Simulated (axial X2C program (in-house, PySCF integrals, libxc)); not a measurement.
# What spin–orbit coupling does to MnO⁻

All values were computed with an in-house all-electron X2C program for linear molecules (integrals from PySCF). Spin-free means the one-electron spin-free X2C Hamiltonian; two-component (2c) means X2C with spin–orbit coupling and atomic mean-field two-electron Coulomb and Gaunt terms, so the difference of the two also holds small scalar two-electron terms. Basis: Mn dyall-acv3z [10s11p7d4f2g], O dyall-av3z [7s6p3d2f] (cores contracted in-house); Gaussian nuclei, density fitting, unrestricted open shells. Masses: Mn 54.938 u, O 15.995 u.

Spin-free state: M_S = 2, Λ = 0 (beyond evenly filled blocks: π+α, π-α, δ+α, δ-α); fragments Mn- + O.

```csv
level,Re (Å),ωe (cm⁻¹),μ (D)
PBE0,1.660,797.4,-0.28
M06,1.664,812.8,-1.54
```

Dipoles are positive if O is the positive end and refer to the centre of mass.

Two-component determinant lowest at the distance of the search:

Ω = 2 (⟨Sz⟩ = 2.00, ⟨Lz⟩ = 0.00 at PBE0); fragments Mn- + O.

```json
{"level": "PBE0", "Re (Å)": "1.660", "ωe (cm⁻¹)": "797.2", "μ (D)": "-0.28"}
{"level": "M06", "Re (Å)": "1.664", "ωe (cm⁻¹)": "812.6", "μ (D)": "-1.54"}
```

(1) From the two tables, how do the constants change at the PBE0 level (2c against spin-free)?

The state is a single determinant with fixed occupations, the lowest that a limited PBE0 search found. De is not given where an atomic determinant may have missed its ground term or J level, or where the truncated virtual space spoils (T). Density functionals use the spin component along the axis (collinear). Other states lie close and PBE0, whose exact exchange favours high spin, may order them wrongly; the determinant shown need not be the ground state. The nearest other spin-free determinant of the search, M_S = 3, Λ = 0, lies 0.13 eV up at the distance of the search. The functionals have no current-density term, which raises determinants with orbital currents, atoms included. With several unpaired electrons one determinant need not be a pure state. Open-shell Ω = 0 determinants with evenly filled partner blocks cannot be reached by this program, so the Ω shown need not be the lowest component. The highest occupied level of some functionals is positive through self-interaction error; at Hartree–Fock it is bound. The determinant is spin-polarised beyond a pure state at some levels (its spin-free form has ⟨S²⟩ too high), which makes Re and μ there less reliable.

Results:

(1) At the PBE0 level Re is unchanged within 0.001 Å and ωe stays the same within 0.2 cm⁻¹.
